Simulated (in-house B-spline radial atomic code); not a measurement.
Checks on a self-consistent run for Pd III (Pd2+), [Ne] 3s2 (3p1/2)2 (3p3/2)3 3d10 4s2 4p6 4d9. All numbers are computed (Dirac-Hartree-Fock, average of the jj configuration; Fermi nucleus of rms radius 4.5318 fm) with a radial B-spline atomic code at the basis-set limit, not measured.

```tsv
orbital	q	ε (Eh)	<1/r>	<r²>	small-component weight
1s1/2	2	-902.41145	48.2441	0.00137017	0.028354
2s1/2	2	-136.50000	11.1186	0.0224014	0.0059442
2p1/2	2	-126.41484	11.0617	0.0168569	0.0059218
2p3/2	4	-120.45768	10.4191	0.0182301	0.0056852
3s1/2	2	-27.07185	3.9065	0.160781	0.0016849
3p1/2	2	-23.17617	3.80853	0.156453	0.0016271
3p3/2	3	-22.13310	3.64369	0.16802	0.0015587
3d3/2	4	-15.06529	3.48096	0.14587	0.0014436
3d5/2	6	-14.76995	3.44274	0.148534	0.0014271
4s1/2	2	-4.97630	1.46983	0.985873	0.00040754
4p1/2	2	-3.62658	1.3571	1.13777	0.00035796
4p3/2	4	-3.42995	1.32949	1.20212	0.00035749
4d3/2	3.6	-1.34710	1.02657	1.988	0.000223
4d5/2	5.4	-1.32147	1.01196	2.04234	0.00021767
```

Electron-electron repulsion V_ee = 1852.6435 hartree.

(1) What total energy follows from the eigenvalues?

(2) Does the Dirac virial theorem hold?

(3) What diamagnetic shielding (Lamb formula) and susceptibility (Langevin formula) do the radii give?

Answers

(1) The eigenvalues count the repulsion twice, so E = Σqε - V_ee = -3171.171 - 1852.644 = -5023.814 hartree; the run printed -5023.814.

(2) For a point nucleus E = -2c²Σq·w, with w the small-component weight. Here Σq·w = 0.13376 and c = 137.0360, so the ratio E/(-2c²Σq·w) is 1.000036; the finite nucleus accounts for the departure from 1.

(3) σ = (α²/3)Σq<1/r> = 263.599/(3·137.036²) = 4679 ppm, and χ = -0.79199×10⁻⁶·Σq<r²> = -23.77×10⁻⁶ cm³/mol with Σq<r²> = 30.009 bohr². Both are non-relativistic formulas without the paramagnetism of open shells.
